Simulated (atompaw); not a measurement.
# Sn: variants of one PAW (atompaw) potential

Base potential:

Sn, PAW, made with atompaw 4.2.0.5 (PBE, scalar-relativistic). Core [Kr] 4d10, reference 5s2 5p0.5 (charge +1.5). Waves: 5s (bound): rc 2.15 bohr; 5s channel at -1.3 Ry: rc 2.15 bohr; 5p (bound): rc 2.15 bohr; 5p channel at 4.2 Ry: rc 2.15 bohr; 5d channel at 0.35 Ry: rc 1.90 bohr; 5d channel at 1.8 Ry: rc 2.15 bohr. Local part: troulliermartins scheme with l = 3 at 0 Ry, radius 1.90 bohr. Core correction: smooth core density matched at 1.55 bohr. Augmentation charge: besselshape compensation charge, radius 1.80 bohr; PAW radius 2.15 bohr; waves and projectors: custom rrkj gramschmidtortho.

Cutoffs, loose and tight: the cutoffs (Ry, on a coarse ladder) from which the occupation-weighted sum of valence levels, in a spherical-Bessel basis at the reference potential, stays within 10 and 1 mRy of its value at 400 Ry. They see the waves, projectors and local potential, not the compensation charge or the core. A dash means not determined.

A true bound ghost makes a file unfit for plane-wave use even where its test errors are small: the radial tests pick states by their node count and pass the ghost by.

```csv
change,outcome,"cutoff, loose","cutoff, tight",bound ghosts
base,generated,6 Ry,15 Ry,"s, d"
wave 5s (bound): rc 2.15 bohr becomes 5s (bound): rc 1.16 bohr,failed: atompaw: The overlap operator has at least one negative eigenvalue!,–,–,–
wave 5d channel at 0.35 Ry: rc 1.90 bohr becomes 5d channel at 0.35 Ry: rc 1.84 bohr,generated,6 Ry,15 Ry,"s, d"
"all radii scaled by about 1.25 (s 2.68, p 2.68, d 2.38 bohr); local potential troulliermartins scheme with l = 3 at 0 Ry, radius 2.38 bohr; augmentation besselshape compensation charge, radius 2.24 bohr; PAW radius 2.68 bohr; waves and projectors: custom rrkj gramschmidtortho; core correction smooth core density matched at 1.94 bohr",generated,6 Ry,8 Ry,"s, d"
wave 5s channel at -1.3 Ry: rc 2.15 bohr becomes 5s channel at 6.03 Ry: rc 2.15 bohr,generated,6 Ry,15 Ry,"s, d"
"waves 5s (bound); 5s channel at -1.3 Ry; 5p (bound); 5p channel at 4.2 Ry; 5d channel at 0.35 Ry; 5d channel at 1.8 Ry; augmentation besselshape compensation charge, radius 1.80 bohr; PAW radius 2.15 bohr; waves and projectors: bloechl",failed: atompaw: The overlap operator has at least one negative eigenvalue!,–,–,–
"core [Ar] 3d10, valence charge 22; reference 4s2 4p6 4d10 5s2 5p1; waves now 4s (bound): rc 1.35 bohr; 5s (bound): rc 1.70 bohr; 4p (bound): rc 1.55 bohr; 5p (bound): rc 1.70 bohr; 4d (bound): rc 1.70 bohr; 4d channel at 0.2 Ry: rc 1.60 bohr; 4f channel at 0.2 Ry: rc 1.70 bohr; local potential troulliermartins scheme with l = 4 at 0 Ry, radius 1.35 bohr; core correction smooth core density matched at 1.00 bohr; augmentation besselshape compensation charge, radius 1.60 bohr; PAW radius 1.70 bohr; waves and projectors: custom rrkj gramschmidtortho",failed: atompaw: The overlap operator has at least one negative eigenvalue!,–,–,–
```

Q: What comes out with this change to the base: local potential bessel scheme, radius 1.90 bohr?

A: outcome: generated; cutoff, loose: 6 Ry; cutoff, tight: 10 Ry; bound ghosts: d.
